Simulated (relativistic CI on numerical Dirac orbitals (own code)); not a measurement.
Calculated at this level of theory: Dirac-Coulomb-Breit CI, separate exchange-only KLI orbitals for each configuration, QED by a radiative potential, unscaled Slater integrals (own radial code, finite nucleus).

CI space (outside the closed core 1s2): 2s, 2p, 3s, 3p, 3d, 4s, 4p, 4d, 4f, 5s, 5p, 5d, 5f, 5g, 6s, 6p, 6d. Levels of other configurations are missing.

At this charge energies of transitions that change n are usually good to better than 1 %, and those within a shell (Δn = 0) to a few per cent.

Outline of the computed level scheme of La LV. Lowest level of each configuration: 2s ²S1/2 at 0.00 eV; 2p ²P°1/2 at 129.54 eV; 3s ²S1/2 at 6209.91 eV; 3p ²P°1/2 at 6245.50 eV; 3d ²D3/2 at 6396.47 eV; 4s ²S1/2 at 8349.07 eV; 4p ²P°1/2 at 8363.61 eV; 4d ²D3/2 at 8427.05 eV; 4f ²F°5/2 at 8445.11 eV.

Some strong electric-dipole decays among the lowest 15 levels: 3d ²D5/2 → 2p ²P°3/2 (5.9e+14 s⁻¹); 3d ²D3/2 → 2p ²P°1/2 (5.3e+14 s⁻¹); 3p ²P°1/2 → 2s ²S1/2 (2.3e+14 s⁻¹); 4d ²D5/2 → 2p ²P°3/2 (1.9e+14 s⁻¹); 3p ²P°3/2 → 2s ²S1/2 (1.9e+14 s⁻¹); 4d ²D3/2 → 2p ²P°1/2 (1.8e+14 s⁻¹); 4f ²F°7/2 → 3d ²D5/2 (1.3e+14 s⁻¹); 4f ²F°5/2 → 3d ²D3/2 (1.2e+14 s⁻¹).
